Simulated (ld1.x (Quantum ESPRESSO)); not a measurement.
Reading a pseudo-wave (C (Z = 6))

Columns: radius, all-electron u(r) and pseudo u(r) of the 2s shell (level -25.61 eV) of carbon in the configuration [He] 2s2 2p1; LDA (PZ), scalar-relativistic, ultrasoft scheme, ld1.x (Quantum ESPRESSO) 7.5.

| r (bohr) | all-electron | pseudo |
| --- | --- | --- |
| 0.078 | 0.3216 | -0.0483 |
| 0.155 | 0.3738 | -0.0989 |
| 0.232 | 0.2919 | -0.1549 |
| 0.310 | 0.1455 | -0.2185 |
| 0.388 | -0.0229 | -0.2895 |
| 0.465 | -0.1878 | -0.3661 |
| 0.542 | -0.3392 | -0.4468 |
| 0.620 | -0.4731 | -0.5297 |
| 0.698 | -0.5850 | -0.6098 |
| 0.775 | -0.6739 | -0.6821 |
| 0.852 | -0.7426 | -0.7441 |
| 0.930 | -0.7933 | -0.7934 |
| 1.008 | -0.8273 | -0.8273 |
| 1.085 | -0.8465 | -0.8465 |
| 1.162 | -0.8537 | -0.8537 |
| 1.240 | -0.8507 | -0.8507 |
| 1.318 | -0.8392 | -0.8392 |
| 1.395 | -0.8213 | -0.8213 |
| 1.472 | -0.7981 | -0.7981 |
| 1.550 | -0.7706 | -0.7706 |
| 1.628 | -0.7400 | -0.7400 |
| 1.705 | -0.7078 | -0.7078 |
| 1.782 | -0.6743 | -0.6743 |
| 1.860 | -0.6396 | -0.6396 |
| 1.938 | -0.6048 | -0.6048 |
| 2.015 | -0.5706 | -0.5706 |

(1) How many radial nodes do the two functions have?

(2) At about which radius was the pseudo-wave matched?

(3) Where does each function peak?

(4) Is the pseudo-wave norm-conserving?

Answers

(1) The all-electron 2s function has n − l − 1 = 1; the pseudo-wave has 0, since the states of the same l below it are removed with the core.

(2) 0.95 bohr, where the columns begin to agree (steps of 0.08 bohr).

(3) Outermost all-electron maximum near 1.16 bohr, pseudo maximum near 1.16 bohr (to the table’s step).

(4) No, it belongs to an ultrasoft set: the norm inside the radius is not constrained, and the difference is carried by the augmentation charge.
